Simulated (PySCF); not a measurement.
HO3S, SMILES O=[S](=O)O (connectivity only; charge and spin as stated), charge -1, multiplicity 1.

Geometry: PBE-D3(BJ)/def2-SVPD. The multiplicity is an assumed one; other spin states were not compared. The isomer is the one that the SMILES or the coordinates give; other isomers of the formula were not compared. One conformer was computed; it need not be the lowest.

The numbers are results of PBE-D3(BJ)/def2-SVPD (PySCF), not measurements.

Frequencies are harmonic and unscaled.

Computed harmonic wavenumbers and intensities:
| mode | ν (cm⁻¹) | IR (km/mol) | moving atoms (share of kinetic energy) |
|---|---|---|---|
| 1 | 216 | 48.8 | H 87 %, O 11 % |
| 2 | 308 | 6.1 | O 85 %, S 11 % |
| 3 | 335 | 8.9 | O 91 % |
| 4 | 471 | 76.2 | O 69 %, S 28 % |
| 5 | 527 | 179.6 | S 51 %, O 46 % |
| 6 | 933 | 66.2 | O 48 %, H 41 %, S 11 % |
| 7 | 1017 | 131.9 | O 46 %, H 33 %, S 22 % |
| 8 | 1075 | 288.0 | O 48 %, S 38 %, H 14 % |
| 9 | 3646 | 12.4 | H 94 % |
